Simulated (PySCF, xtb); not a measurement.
C2H6GeSi, SMILES C1=[CH][GeH2][SiH2]1.

xtb 6.7.1 with GFN2-xTB at its own geometry gives an orbital gap of 3.67 eV and a dipole moment of 1.59 D.

Geometry optimised at B3LYP-D3(BJ)/def2-SVP. The structure was generated by enumeration, and PubChem lists no compound with its InChIKey, so it may never have been made.

**Question.** What does PBE/def2-TZVP run with PySCF give? (Estimate from the structure and the level; the computed values follow.)

**Answer.** gap 4.87 eV (levels -6.52 and -1.66 eV), dipole 0.53 D.
